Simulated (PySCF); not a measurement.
Structure problem from calculated spectra and properties.

Formula: C8H12O2.

* 1H NMR: chemical shifts (computed TMS as zero) by class: 5.60 (1 H), 5.07 (1 H), 5.06 (1 H), 2.31 (1 H), 2.14 (1 H), 2.12 (1 H), 2.04 (1 H), 2.01 (1 H), 1.96 (1 H), 1.74 (1 H), 1.29 (1 H), 1.21 (1 H) ppm [GIAO PBE0/pcSseg-1]
* UV, strongest line: among the 10 lowest singlet transitions: S5 at 6.80 eV (182 nm, f = 0.203) [TDDFT B3LYP/def2-SVPD]
* Rotational structure: rotational constants A, B, C: 2.423, 0.880, 0.726 GHz [PBE0-D3(BJ)/def2-SVP]
* 13C NMR: chemical shifts (computed TMS as zero) by class: 179.8 (1 C), 155.8 (1 C), 116.6 (1 C), 43.8 (1 C), 38.3 (1 C), 37.2 (1 C), 32.8 (1 C), 30.1 (1 C) ppm [GIAO PBE0/pcSseg-1]
* Valence photoelectron: vertical ionisation energy: 9.02 eV [ΔSCF B3LYP/def2-SVPD]
* Dipole: 1.88 D [B3LYP/def2-SVPD]
* Triplet: lowest triplet excitation (Tamm–Dancoff): 4.33 eV [TDA B3LYP/def2-SVPD]
* UV, first state: lowest singlet excitation: 5.74 eV (216 nm, f = 0.005) [TDDFT B3LYP/def2-SVPD]

Gas-phase values; electronic properties from PySCF, density fitting. Levels stand in brackets. The structure is a single PBE0-D3(BJ)/def2-SVP conformer in the gas phase; no vibrational or solvent corrections. NMR classes are plain means over equivalent atoms (diastereotopic ones count apart unless rotation or inversion swaps them), as if these changed places fast.

Question: Give a SMILES that accounts for the data.

Answer: Numbering: `[CH2:1]=[C:2]1[CH2:3][CH2:4][CH2:5][C@H:6]([C:7](=[O:8])[OH:9])[CH2:10]1`. Its formula, C8H12O2, gives 3 degrees of unsaturation: 1 ring and 2 π bonds in the structure found. 8 carbons fall into 8 classes; from least to most shielded: carboxylic acid carbon [C7] (179.8 ppm), fully substituted alkene carbon [C2] (155.8 ppm), terminal =CH2 carbon [C1] (116.6 ppm), sp3 carbon next to a carbonyl [C6] (43.8 ppm), allylic carbon [C10] (38.3 ppm), allylic carbon [C3] (37.2 ppm), ring CH2 carbon [C5] (32.8 ppm), ring CH2 carbon [C4] (30.1 ppm). Hydrogen classes from least to most shielded: 1 H on an acid hydroxyl oxygen, O9 (5.60 ppm), 1 H on a terminal =CH2 carbon, C1 (5.07 ppm), 1 H on a terminal =CH2 carbon, C1 (5.06 ppm), 1 H on an allylic carbon, C10 (2.31 ppm), 1 H on an allylic carbon, C10 (2.14 ppm), 1 H on an allylic carbon, C3 (2.12 ppm), 1 H on an sp3 carbon next to a carbonyl, C6 (2.04 ppm), 1 H on a ring CH2 carbon, C5 (2.01 ppm), 1 H on an allylic carbon, C3 (1.96 ppm), 1 H on a ring CH2 carbon, C4 (1.74 ppm), 1 H on a ring CH2 carbon, C4 (1.29 ppm), 1 H on a ring CH2 carbon, C5 (1.21 ppm). The first electron is taken from the HOMO, whose largest Löwdin shares are 0.37 on the terminal =CH2 carbon, 0.31 on the fully substituted alkene carbon, 0.06 on an allylic carbon and 0.05 on an allylic carbon. The optimised geometry has point group C1 and is an asymmetric top. Structure: `C=C1CCC[C@H](C(=O)O)C1`. Computed isomers that give other values at the same levels: `C[C@@]1(OC=O)CC=CCC1` (rotational constant A: 2.122 GHz; this holds for the one conformer computed); `CC(=O)OC1=CCCCC1` (rotational constant A: 3.215 GHz; this holds for the one conformer computed); `COC(=O)[C@@H]1CC=CCC1` (rotational constant A: 2.916 GHz; this holds for the one conformer computed). The assignments are read from this structure; whether some other isomer fits the data as well wasn't checked. The mirror image fits equally.
